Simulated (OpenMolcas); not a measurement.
## Tc2+: effect of the active space

```json
{
  "Program": "OpenMolcas",
  "Method": "SS-CASPT2, IPEA 0.25 Eh, imaginary shift 0.1 Eh",
  "Basis": "ANO-R3",
  "Scalar Hamiltonian": "X2C, finite nucleus",
  "Spin-orbit coupling": "state interaction with AMFI integrals over the reference wave functions, term energies averaged over their components"
}
```

A. 5 electrons in 5 orbitals (4d); 2S+1 = 6 even, 1 root; 2S+1 = 4 even, 24 roots; 2S+1 = 2 even, 75 roots; closed shells correlated: 4s 4p; CASPT2 step about 80 core-seconds
B. 5 electrons in 6 orbitals (4d 5s); 2S+1 = 6 even, 6 roots; 2S+1 = 4 even, 64 roots kept (CI in the orbitals of an earlier block); 2S+1 = 2 even, 145 roots kept (CI in the orbitals of an earlier block, 128 in the spin-orbit step); closed shells correlated: 4s 4p; CASPT2 step about 3 core-minutes

Energies in cm-1 above 4d5 6S 5/2.

```json
{"Level": "4d5 6S 5/2", "A": "0.0", "B": "0.0"}
{"Level": "4d5 4G 5/2", "A": "20030", "B": "19820"}
{"Level": "4d5 4G 7/2", "A": "20180", "B": "19990"}
{"Level": "4d5 4G 11/2", "A": "20230", "B": "20060"}
{"Level": "4d5 4G 9/2", "A": "20270", "B": "20100"}
{"Level": "4d5 4P 5/2 [60 %]", "A": "22140", "B": "21770"}
{"Level": "4d5 4P 3/2 [62 %]", "A": "22460", "B": "22090"}
{"Level": "4d5 4P 1/2 [74 %]", "A": "22970", "B": "22600"}
{"Level": "4d5 4D 7/2", "A": "23920", "B": "23680"}
{"Level": "4d5 4D 1/2 [75 %]", "A": "24500", "B": "24230"}
{"Level": "4d5 4D 3/2 [62 %]", "A": "24910", "B": "24660"}
{"Level": "4d5 4D 5/2 [62 %]", "A": "24920", "B": "24670"}
{"Level": "4d5 2I 11/2", "A": "29740", "B": "29640"}
{"Level": "4d5 2I 13/2", "A": "30080", "B": "30020"}
{"Level": "4d5 2D 5/2(1) [54 %]", "A": "31500", "B": "30860"}
{"Level": "4d5 2D 3/2(1) [62 %]", "A": "32170", "B": "31610"}
{"Level": "4d5 4F 9/2", "A": "33060", "B": "32640"}
{"Level": "4d5 4F 7/2 [72 %]", "A": "33070", "B": "32710"}
{"Level": "4d5 4F 5/2", "A": "33480", "B": "33140"}
{"Level": "4d5 2F 7/2(1) [75 %]", "A": "34170", "B": "33710"}
{"Level": "4d5 4F 3/2 [62 %]", "A": "34290", "B": "33890"}
{"Level": "4d5 2F 5/2(1) [51 %]", "A": "35910", "B": "35270"}
{"Level": "4d5 2G 7/2(1)", "A": "36570", "B": "36120"}
{"Level": "4d5 2H 11/2", "A": "37250", "B": "37020"}
```

The spin-orbit steps hold different terms of 4d5 (B lacks a 2D), which shifts levels as well.

Between A and B the level of the table that moves most is 4d5 2D 5/2(1) [54 %], by 640 cm-1 (lowest in B, highest in A). Moves below CASPT2's spread within the term are not significant.

Term energies are means over components that CASPT2 splits; among the terms shown or strongly mixed into the levels shown the widest spread is 330 cm-1 (4d5 2I, A). Levels of configurations with an s electron are missing; early in the row they begin among the upper levels of the d shell and mix with terms of their name (holds for A). Some high roots are left out of the spin-orbit mixing, which shifts the levels that they would mix with (holds for B). Terms from blocks run as CI alone lack orbitals of their own (holds for B). Configurations are named by rounded mean occupations; where the s occupation lies near a half they are strongly mixed, a name can repeat and a true partner stay unpaired (holds for B). Levels of configurations outside the active space are missing. Levels that lie high or do not pair safely by name in every column are left out.

A share in square brackets marks a mixed level and gives the weight of the term that names it, the lowest over the columns. A number in round brackets counts repeated terms of one configuration in the order of the reference energies.
